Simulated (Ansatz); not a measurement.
This Ansatz (a quantum-chemistry and plane-wave program) input (PBE0/6-31+G*) gives -0.49911 Eh with 2 basis functions. A basis named .json is the Basis Set Exchange file of that set (core-valence sets with the plain set on hydrogen).

Ansatz 0.2 input:
```yaml
crystal:
  periodic: [false, false, false]
  atoms:
    - {symbol: H, position_ang: [0.00000000, 0.00000000, 0.00000000]}
basis:
  gaussian:
    orbitals: 6-31+G_.json
hamiltonian:
  xc: {name: PBE0}
magnetization: {spin_polarized: true, initial_magnetization: 1}
scf: {lower_state_search: full}
```

Change:
```diff
- orbitals: 6-31+G_.json
+ orbitals: def2-TZVPPD.json
```

### Question
What does the run give now?

### Answer
-0.50104 Eh (PBE0/def2-TZVPPD, 17 functions), a change of -1.93 mEh.
